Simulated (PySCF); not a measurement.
One of the candidates below gave these computed data.

All candidates are C6H9O3P.

| technique | computed result |
| --- | --- |
| Dipole | 1.64 D [PBE0/pcSseg-1] |
| 1H NMR | chemical shifts (computed TMS as zero) by class: 4.46 (2 H), 4.05 (3 H), 2.96 (2 H), 1.56 (1 H), -0.23 (1 H) ppm [GIAO PBE0/pcSseg-1] |
| NMR, other nuclei | isotropic shieldings of nuclei other than C and H, by class: -111 (1 O), 128 (1 O), 324 (1 O), 364 (1 P) ppm [GIAO PBE0/pcSseg-1] |
| Rotational structure | rotational constants A, B, C: 1.456, 0.908, 0.609 GHz [GFN2-xTB] |
| 13C NMR | chemical shifts (computed TMS as zero) by class: 185.5 (1 C), 84.5 (1 C), 77.9 (1 C), 69.6 (1 C), 50.8 (1 C), 20.6 (1 C) ppm [GIAO PBE0/pcSseg-1] |

Electronic properties: PySCF, gas phase, density fitting. Levels stand in brackets. Geometry: GFN2-xTB, one conformer, isolated molecule. NMR values are class means; diastereotopic atoms form classes of their own.

Question: Which candidate is it?
A. `CC[P@@](=O)(O)c1ccoc1`
B. `C#CCP(CO)C(=O)OC`
C. `C[P@@](=O)(CO)c1ccoc1`

Answer: B. It is `C#CCP(CO)C(=O)OC`. Numbering: `[CH:1]#[C:2][CH2:3][P:4]([CH2:5][OH:6])[C:7](=[O:8])[O:9][CH3:10]`. 6 carbons fall into 6 classes; from least to most shielded: carbonyl carbon [C7] (185.5 ppm), alkyne carbon [C2] (84.5 ppm), terminal alkyne carbon [C1] (77.9 ppm), carbinol carbon (C–OH) [C5] (69.6 ppm), methoxy carbon [C10] (50.8 ppm), sp3 carbon bound to phosphorus [C3] (20.6 ppm). Hydrogen classes from least to most shielded: 2 H on a carbinol carbon (C–OH), C5 (4.46 ppm), 3 H on a methoxy carbon, C10 (4.05 ppm, a mean of values up to 1.5 ppm apart in this geometry), 2 H on an sp3 carbon bound to phosphorus, C3 (2.96 ppm), 1 H on a terminal alkyne carbon, C1 (1.56 ppm), 1 H on an alcohol oxygen, O6 (-0.23 ppm). The other shieldings belong to: -111 ppm, carbonyl oxygen [O8]; 128 ppm, oxygen singly bound to a carbonyl carbon [O9]; 324 ppm, alcohol oxygen [O6]; 364 ppm, phosphine phosphorus [P4]. The optimised geometry has point group C1 and is an asymmetric top.

The others, at the same levels:
- `C[P@@](=O)(CO)c1ccoc1` fails: its computed 13C shifts are 156.0 (1 C), 149.1 (1 C), 125.1 (1 C), 115.1 (1 C), 67.1 (1 C), 18.3 (1 C) ppm, 1H shifts are 8.01 (1 H), 7.59 (1 H), 6.38 (1 H), 4.15 (1 H), 3.98 (1 H), 2.00 (1 H), 1.58 (3 H) ppm and rotational constant A is 2.382 GHz (against 1.456 GHz).
- `CC[P@@](=O)(O)c1ccoc1` fails: its computed 13C shifts are 153.4 (1 C), 148.4 (1 C), 127.6 (1 C), 117.5 (1 C), 31.2 (1 C), 6.3 (1 C) ppm, 1H shifts are 7.84 (1 H), 7.56 (1 H), 6.76 (1 H), 2.61 (1 H), 1.87 (1 H), 1.58 (1 H), 1.43 (3 H) ppm and rotational constant A is 2.437 GHz (against 1.456 GHz).

Each candidate is one conformer, not necessarily the lowest. The conformers computed, where there is a choice (atom-mapped SMILES and torsion angles):
- `[CH3:1][P@@:2](=[O:3])([CH2:4][OH:5])[c:6]1[cH:7][cH:8][o:9][cH:10]1`: C1–P2–C4–O5 -72°, C1–P2–C6–C7 -59°, H–O5–C4–P2 -47°
- `[CH3:1][CH2:2][P@@:3](=[O:4])([OH:5])[c:6]1[cH:7][cH:8][o:9][cH:10]1`: C1–C2–P3–O4 -50°, C2–P3–C6–C7 -65°, H–O5–P3–C2 -138°

The conformers of `C#CCP(CO)C(=O)OC` aren't listed.
